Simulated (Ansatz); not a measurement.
AsFH4Sn, SMILES `[F][SnH2][AsH2]`, relaxed with RKS PBE0-D4/def2-TZVP in Ansatz from a PBE-D4/def2-SVP geometry. The force threshold is 0.005 eV/Å; the program also tests the step.

Charge 0, multiplicity 1. Sn: def2 effective core potential.

Start:

```xyz
7

F     1.003   -1.133    1.920
Sn   -0.179    0.035    0.863
As    0.072   -0.785   -1.628
H    -1.764   -0.245    1.508
H     0.403    1.635    1.191
H     1.316    0.113   -1.793
H    -0.851    0.378   -2.061
```

(1) By how much does the energy fall, and how many steps does the optimiser take? (An estimate is asked.)

(2) Which bonds change most? (Estimate.)

(3) Give the relaxed structure. (Best estimate.)

Results:

(1) The calculation gave: 1.01 kcal/mol, in 12 steps, 1 of them rejected.

(2) Computed: Sn2–As3 from 2.634 to 2.592 Å; F1–Sn2 from 1.969 to 1.931 Å; Sn2–H5 from 1.734 to 1.706 Å; Sn2–H4 from 1.734 to 1.707 Å.

(3) Ansatz gave: 
```xyz
7

F     0.927   -1.155    1.897
Sn   -0.161    0.053    0.856
As    0.141   -0.772   -1.582
H    -1.744   -0.183    1.449
H     0.472    1.592    1.236
H     1.269    0.225   -1.810
H    -0.903    0.240   -2.046
```
